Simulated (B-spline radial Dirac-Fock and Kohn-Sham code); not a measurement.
## Kohn-Sham estimates against Dirac-Fock for the levels of Cd⁴²⁺

System: cadmium as Cd⁴²⁺ in the configuration [He] 2s2 2p2.

The density-functional columns are spherical, spin-unpolarised Dirac-Kohn-Sham results without Breit or QED terms: −ε is minus the orbital energy of the initial state and ΔSCF the difference of two total energies. The reference in the last column comes from Dirac-Fock ΔSCF + Breit + QED. All numbers are from a radial atomic solver, in eV; a selection of levels is shown. For the 1s level of heavy atoms much of the gap between ΔSCF and the reference is the Breit and QED part, -76.7 eV here; for other levels the error of the functional can be larger.

| level | LDA −ε | LDA ΔSCF | Dirac-Fock |
| --- | --- | --- | --- |
| K (1s) | 30019.3 | 30391.4 | 30306.2 |
| L1 (2s) | 6944.7 | 7036.0 | 7026.6 |
| L2,3 (2p) | 6643.5 | 6750.3 | 6750.4 |

Values without a named source are computed, but for edge energies of neutral atoms, which are taken from tables.
